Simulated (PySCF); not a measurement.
B(Cl)(OMe)(SeH) (CH4BClOSe), SMILES COB(Cl)[SeH]. Atoms are numbered in the order given.

```xyz
9

B     -0.2200     0.6078     0.0000
Cl     0.7397     2.0978     0.0000
O     -1.5551     0.7262     0.0000
C     -2.4506    -0.3714     0.0000
H     -2.3087    -0.9972     0.8972
H     -3.4746     0.0258     0.0000
H     -2.3087    -0.9972    -0.8972
Se     0.6398    -1.1672     0.0000
H      2.0090    -0.6284     0.0000
```

The structure is a stationary point at B3LYP-D3(BJ)/def2-SVP. This is a generated structure with no PubChem entry under its InChIKey; it may be hypothetical. The values are those of a single conformer.

These are PySCF with M06-2X/def2-TZVP values and carry that method's errors.

Symmetry labels are those of the subgroup Cs that the program uses (full group Cs).

Computed valence orbital energies around the gap with their symmetry:
| orbital | symmetry | energy (eV) |
|---|---|---|
| HOMO−7 | A' | -13.88 |
| HOMO−6 | A' | -12.60 |
| HOMO−5 | A' | -11.91 |
| HOMO−4 | A" | -11.88 |
| HOMO−3 | A' | -10.92 |
| HOMO−2 | A" | -10.49 |
| HOMO−1 | A' | -9.75 |
| HOMO | A" | -8.59 |
| LUMO | A" | 0.63 |
| LUMO+1 | A' | 0.74 |
| LUMO+2 | A' | 1.47 |
| LUMO+3 | A' | 2.47 |
